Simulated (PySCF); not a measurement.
Several structures and their simulated spectra, in scrambled order.

A. SMILES CO[C@@H]1COC[Si@@H](Cl)O1
B. `C=C/C(=C/C(=C)F)C(F)(F)F`
C. `CO[C@@H]1[C@H](Cl)[C@@H]1O[SiH2]O`

Spectrum 1. ¹³C{¹H} NMR (computed): δ 60.4 (CH3), 59.4 (CH), 54.0 (CH), 41.1 (CH).

Spectrum 2. ¹³C{¹H} NMR (computed): δ 101.0 (CH), 74.6 (CH2), 67.4 (CH2), 57.3 (CH3).

Spectrum 3. ¹³C{¹H} NMR (computed): δ 171.4 (C), 140.9 (C), 139.4 (CH), 134.7 (CH), 132.1 (C), 131.0 (CH2), 109.2 (CH2).

A single conformation, averaged over atoms made equivalent by symmetry, fast rotation or ring inversion, no solvent model, no relativistic terms. NMR shieldings at PBE0/pcSseg-1/GIAO; geometry from GFN2-xTB; PySCF.

Shifts are taken against calculated references (same method and geometry level): ¹³C (σref 186.93) against TMS. Splittings of carbon signals by F and P are missing where no couplings were computed. Shifts are as computed. Against solution values, carbons near 30 ppm lie about +3 ppm off and those near 130 ppm about +5 ppm; carbons on Cl a further +6 ppm. Of 1211 compounds with measured shifts, 218 miss one by over three times the rms of a fit or turn the order of signals round; such compounds aren't used in these exercises. Carbons bonded to Cl come out too deshielded.

Task: Match each spectrum to its structure.

Result: 1–C, 2–A, 3–B.

- Spectrum 1 (C): 4 ¹³C signals; δC 60.4 is a methyl carbon bonded to O; δC 59.4 is a three-membered-ring carbon.
- Spectrum 2 (A): 4 ¹³C signals; δC 101.0 is an sp3 carbon bearing two oxygens; δC 74.6 is an sp3 CH2 bonded to O.
- Spectrum 3 (B): 7 ¹³C signals; δC 140.9 is a fully substituted alkene carbon; δC 139.4 is an alkene CH.
